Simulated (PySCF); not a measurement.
- shielding tensors at PBE0/pcSseg-1 (GIAO)
- structure optimised with GFN2-xTB
- code: PySCF
- isolated molecule, one computed conformer, averaged over atoms made equivalent by symmetry, fast rotation or ring inversion, no relativistic terms

δ = σ(ref) − σ, references computed at the same level: 1H, 13C vs TMS. Shifts are as computed. Against solution values, carbons near 30 ppm lie about +3 ppm off and those near 130 ppm about +5 ppm; carbons on Cl a further +6 ppm. Of 1211 compounds with measured shifts, 218 miss one by over three times the rms of a fit or turn the order of signals round; such compounds aren't used in these exercises. Carbons bonded to Cl come out too deshielded. OH and NH positions are gas-phase values without hydrogen bonding to other molecules.

(1) Order these molecules by the shift of their most shielded carbon-bound hydrogen, lowest δ first.
A. C=C(C)[C@@H]1N[C@H]1C
B. CC(C)(C)C[SiH]([SiH3])[SiH3]
C. Cc1cnn(C)c1Cl

(2) Order these molecules by the shift of their most shielded carbon, lowest δ first.
A. COCC(C)(C)C(=O)F
B. CC(C)(C)C[SiH]([SiH3])[SiH3]
C. Cc1cnn(C)c1Cl

(3) How many 13C and 1H signals does each give (equivalence by symmetry and fast rotation, but not about amide C–N or C=N bonds)? `CC(C)(C)C[SiH]([SiH3])[SiH3]`, `Cc1cnn(C)c1Cl`, `COCC(C)(C)C(=O)F`, `C=C(C)[C@@H]1N[C@H]1C`

Answers

(1) B (0.98 ppm, hydrogen on a methyl carbon), A (1.29 ppm, hydrogen on a methyl carbon), C (2.19 ppm, hydrogen on a methyl carbon on an aromatic ring).

(2) C (10.3 ppm, methyl carbon on an aromatic ring), A (23.2 ppm, methyl carbon), B (33.1 ppm, sp3 CH2 bonded to Si).

(3) CC(C)(C)C[SiH]([SiH3])[SiH3]: 3 C, 4 H; Cc1cnn(C)c1Cl: 5 C, 3 H; COCC(C)(C)C(=O)F: 5 C, 3 H; C=C(C)[C@@H]1N[C@H]1C: 6 C, 7 H.
